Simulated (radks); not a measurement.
Question: Radial electron density D(r) = 4 pi r^2 rho(r) of an atom or ion with 6 electrons. All-electron calculation, non-relativistic Kohn-Sham, PBE, spin-polarised, spherical densities, point nucleus. Program: a radial shooting solver on a logarithmic mesh with Libxc functionals.

```
   r/bohr * D(r) (the largest magnitude, 50.6, reaches the edge; | marks zero)
 0.003055 |    *
 0.003362 |     *
 0.003701 |       *
 0.004074 |        *
 0.004485 |         *
 0.004936 |           *
 0.005434 |             *
 0.005981 |               *
 0.006584 |                  *
 0.007247 |                    *
 0.007978 |                       *
 0.008781 |                          *
 0.009666 |                              *
  0.01064 |                                 *
  0.01171 |                                     *
  0.01289 |                                        *
  0.01419 |                                            *
  0.01562 |                                               *
   0.0172 |                                                  *
  0.01893 |                                                    *
  0.02083 |                                                     *
  0.02293 |                                                      *
  0.02525 |                                                      *
  0.02779 |                                                    *
  0.03059 |                                                  *
  0.03367 |                                               *
  0.03706 |                                           *
   0.0408 |                                       *
  0.04491 |                                   *
  0.04943 |                               *
  0.05441 |                            *
   0.0599 |                          *
  0.06593 |                          *
  0.07258 |                          *
  0.07989 |                           *
  0.08794 |                             *
   0.0968 |                               *
   0.1066 |                                *
   0.1173 |                                *
   0.1291 |                               *
   0.1421 |                            *
   0.1564 |                        *
   0.1722 |                   *
   0.1895 |              *
   0.2086 |          *
   0.2297 |      *
   0.2528 |   *
   0.2783 | *
   0.3063 |*
   0.3372 *
   0.3712 *
   0.4086 *
   0.4497 *
    0.495 *
```

What is the nuclear charge?

Answer: Z = 43. The innermost maximum, from 1s, lies near 1/Z = 0.0233 bohr (found: 0.0233), and its height grows with Z. The density is that of the technetium ion Tc37+ in [He] 2s2 2p2; the configuration itself is not fixed sharply by these data, and Z only to a few units. D(r) has 2 maxima, at r = 0.0233, 0.112 bohr, and minima at 0.0670 bohr, inside which lie 2.24 electrons.
